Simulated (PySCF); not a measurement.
SMILES O[Si]([GeH3])(C)[GeH3] (CH₁₀Ge₂OSi) at its GFN2-xTB optimised geometry (Å):

```
15

C     -1.2928     1.0332     0.0000
Si    -0.6323    -0.7429     0.0000
O     -1.1990    -1.3710     1.3939
Ge     1.7225    -0.7429     0.0000
Ge    -1.4839    -1.9379    -1.8417
H     -0.9722     1.5575    -0.8964
H     -0.9288     1.5855     0.8613
H     -2.3783     1.0470     0.0279
H     -1.0169    -2.2676     1.6617
H      2.3549    -1.2603    -1.2597
H      2.3688    -1.5855     1.0663
H      2.3783     0.5939     0.1801
H     -2.4743    -1.2064    -2.6980
H     -0.4512    -2.3900    -2.8339
H     -2.2023    -3.2167    -1.5054
```

Calculation: PySCF with B3LYP/def2-TZVP. Cells within 0.4 Å of a nucleus heavier than hydrogen are left out (blank, or x).

Map of the deformation density (molecule minus spherical neutral atoms) (e/bohr³) on the plane z = 1.2 Å:

```
|2222222222222222222222222222222|
|2222222222222222222222222222222|
|2222222222222222222222222222222|
|2222222222222222222222222222222|
|2222222222222222222222222222222|
|2222222222222222222222222222222|
|2222222222111112222222222222222|
|2222222211111111222222222222222|
|2222222111100011122222222222222|
|2222221111110001122222222222222|
|2222211111122111112222222222222|
|2222211111122111111122222222222|
|2222211111111111111111111222222|
|2222211111111111111111111122222|
|2222211111111111111111111122222|
|2222221111000000111111111112222|
|2222221111000000111111111112222|
|2222222111122211111111222111222|
|2222222223347521111123432211222|
|2222222236xxx731111124663212222|
|2222222236xxx421111124893112222|
|2222222223433211111123552112222|
|2222222211355211111122221112222|
|2222222211111001111111111122222|
|2222222211000011111222212222222|
|2222222211100111122222222222222|
|2222222221111111222222222222222|
|2222222222211122222222222222222|
|2222222222222222222222222222222|
|2222222222222222222222222222222|
|2222222222222222222222222222222|
```
Scale: ten equal steps from -0.013 (start of '0') to 0.046 (end of '9'), in the order '0123456789'; x runs from -4.50 to 4.50, y from -4.50 (bottom) to 4.50 (top).
